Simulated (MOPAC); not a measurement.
MOPAC input (PM6):

```
PM6 PRECISE GNORM=0.05 LET XYZ UHF MS=0.5 GEO-OK AUX(PRECISION=9) THREADS=1
H2In

In    0.03171700 1    0.00673700 1    0.01266700 1
H    -0.49704300 1   -1.67086300 1   -0.21062800 1
H    -1.05707000 1    1.34076100 1   -0.41007300 1
```

Output:

```
 *******************************************************************************
 **                                                                           **
 **                              MOPAC v23.2.5                                **
 **                                                                           **
 *******************************************************************************
 ** MOPAC's Digital Object Identifier: https://doi.org/10.5281/zenodo.6511958 **
 **                                                                           **
 ** Please cite the open-source release paper for use of this MOPAC version:  **
 ** J. E. Moussa and J. J. P. Stewart (2026)                                  **
 ** MOPAC: An open-source semiempirical molecular orbital program             **
 ** J. Open Source Softw., 11(119), 8025, https://doi.org/10.21105/joss.08025 **
 *******************************************************************************

                              PM6 CALCULATION RESULTS

 *******************************************************************************
 *  PM6        - The PM6 Hamiltonian to be used
 *  GEO-OK     - OVERRIDE INTERATOMIC DISTANCE AND OTHER SAFETY CHECKS
 *  UHF        - UNRESTRICTED HARTREE-FOCK CALCULATION
 *  MS=        - IN MECI, MAGNETIC COMPONENT OF SPIN =  0.5
 *  LET        - OVERRIDE SOME SAFETY CHECKS
 *  PRECISE    - TIGHTER CRITERIA TO BE USED
 *  XYZ        - CARTESIAN COORDINATE SYSTEM TO BE USED
 *  GNORM      - EXIT WHEN GRADIENT NORM DROPS BELOW 0.050
 *  AUX        - OUTPUT AUXILIARY INFORMATION
 *******************************************************************************
PM6 PRECISE GNORM=0.05 LET XYZ UHF MS=0.5 GEO-OK AUX(PRECISION=9) THREADS=1
 H2In

   ATOM   CHEMICAL          X               Y               Z
  NUMBER   SYMBOL      (ANGSTROMS)     (ANGSTROMS)     (ANGSTROMS)

     1      In          0.03171700  *   0.00673700  *   0.01266700  *
     2       H         -0.49704300  *  -1.67086300  *  -0.21062800  *
     3       H         -1.05707000  *   1.34076100  *  -0.41007300  *

          CARTESIAN COORDINATES

    NO.       ATOM           X           Y           Z

     1        In          0.0317      0.0067      0.0127
     2         H         -0.4970     -1.6709     -0.2106
     3         H         -1.0571      1.3408     -0.4101

 General Reference for PM6:
 "Optimization of Parameters for Semiempirical Methods V: Modification of NDDO Approximations
 and Application to 70 Elements", J. J. P. Stewart, J. Mol. Mod., 13, 1173-1213 (2007)
 URL: https://link.springer.com/article/10.1007/s00894-007-0233-4

           Empirical Formula: H2 In  =     3 atoms

      MOLECULAR POINT GROUP   :   C2v

          UHF CALCULATION, NO. OF ALPHA ELECTRONS =    3
                           NO. OF BETA  ELECTRONS =    2

          Geometry optimization using EF

          DIAGONAL MATRIX USED AS START HESSIAN

 CYCLE:     1  GRAD.:    78.787 HEAT:  71.60514
 CYCLE:     2  GRAD.:    55.120 HEAT:  71.09947
 CYCLE:     3  GRAD.:    10.792 HEAT:  68.61387
 CYCLE:     4  GRAD.:     4.713 HEAT:  68.49308
 CYCLE:     5  GRAD.:     2.932 HEAT:  68.46885
 CYCLE:     6  GRAD.:     0.751 HEAT:  68.43378
 CYCLE:     7  GRAD.:     0.141 HEAT:  68.43333
 CYCLE:     8  GRAD.:     0.092 HEAT:  68.43332
 CYCLE:     9  GRAD.:     0.049 HEAT:  68.43331

     GRADIENT =  0.04866 IS LESS THAN CUTOFF =  0.05000

 -------------------------------------------------------------------------------
 PM6 PRECISE GNORM=0.05 LET XYZ UHF MS=0.5 GEO-OK AUX(PRECISION=9) THREADS=1
 H2In

     GEOMETRY OPTIMISED USING EIGENVECTOR FOLLOWING (EF).
     SCF FIELD WAS ACHIEVED

                              PM6 CALCULATION
                                                       MOPAC v23.2.5 Linux

          FINAL HEAT OF FORMATION =         68.43331 KCAL/MOL =     286.32498 KJ/MOL

          COSMO AREA              =         72.02 SQUARE ANGSTROMS
          COSMO VOLUME            =         54.77 CUBIC ANGSTROMS

          GRADIENT NORM           =          0.04866          =       0.02809 PER ATOM
          IONIZATION POTENTIAL    =          9.075754 EV
          ALPHA SOMO LUMO (EV)    =         -9.076  2.336
          BETA  SOMO LUMO (EV)    =        -10.212  1.867
          NO. OF ALPHA ELECTRONS  =          3
          NO. OF BETA  ELECTRONS  =          2
          MOLECULAR WEIGHT        =        116.8358         POINT GROUP:  C2v

          MOLECULAR DIMENSIONS (Angstroms)

            Atom       Atom       Distance
            H     3    H     2     3.10941
            H     2   In     1     0.99177
           In     1    H     2     0.00000

          SCF CALCULATIONS        =         10

   ATOM   CHEMICAL          X               Y               Z
  NUMBER   SYMBOL      (ANGSTROMS)     (ANGSTROMS)     (ANGSTROMS)

     1      In          0.04668486  *   0.00991031  *   0.01864499  *
     2       H         -0.57328455  *  -1.70725481  *  -0.24123454  *
     3       H         -1.14058541  *   1.34328304  *  -0.44327158  *

                             CARTESIAN COORDINATES

   1   In        0.046684861     0.009910308     0.018644995
   2    H       -0.573284552    -1.707254812    -0.241234545
   3    H       -1.140585406     1.343283038    -0.443271582

           Empirical Formula: H2 In  =     3 atoms

      MOLECULAR POINT GROUP   :   C2v

          ALPHA EIGENVALUES
 -13.37917 -11.13040  -9.07575   2.33562   2.71153   3.91198

           BETA EIGENVALUES
 -12.90314 -10.21157   1.86657   2.89976   2.92145   3.97504

              NET ATOMIC CHARGES AND DIPOLE CONTRIBUTIONS

  ATOM NO.   TYPE          CHARGE      No. of ELECS.   s-Pop       p-Pop
    1         In           0.060388        2.9396     1.23017     1.70944
    2          H          -0.030196        1.0302     1.03020
    3          H          -0.030192        1.0302     1.03019
 DIPOLE           X         Y         Z       TOTAL
 POINT-CHG.     0.262     0.056     0.105     0.288
 HYBRID        -0.106    -0.023    -0.042     0.117
 SUM            0.156     0.033     0.062     0.171

          ATOMIC ORBITAL ELECTRON POPULATIONS

     Atom    s        px        py        pz
    1 In   1.23017   0.67618   0.92641   0.10685
    2  H   1.03020
    3  H   1.03019

                    (SZ)    =    0.500000
                    (S**2)  =    0.811533

          ATOMIC ORBITAL SPIN POPULATIONS

    Atom   Total    s     px     py     pz
         Atomic
    1 In  0.6502  0.311  0.338 -0.052  0.054
    2  H  0.1749  0.175
    3  H  0.1749  0.175

 **********************
 *                    *
 * JOB ENDED NORMALLY *
 *                    *
 **********************

 == MOPAC DONE ==
```

The geometry given is a B3LYP-D3(BJ)/def2-TZVP minimum.
